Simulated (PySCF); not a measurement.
C2H4N, SMILES C=N[CH2], multiplicity 2. Coordinates come from a PBE-D3(BJ)/def2-TZVP optimisation. The isomer is the one that the SMILES or the coordinates give; other isomers of the formula were not compared.

Computed equilibrium geometry at PBE-D3(BJ)/def2-TZVP (PySCF confirms it by a frequency run) as a Z-matrix, and its point group:
point group C2v.
```
N
C 1 1.3228
C 1 1.3228 2 119.25
H 3 1.0917 1 118.81 2 180.00
H 2 1.0917 1 118.81 3 180.00
H 2 1.1039 5 118.74 1 180.00
H 3 1.1039 4 118.74 1 180.00
```
Charge 0, spin multiplicity 2.
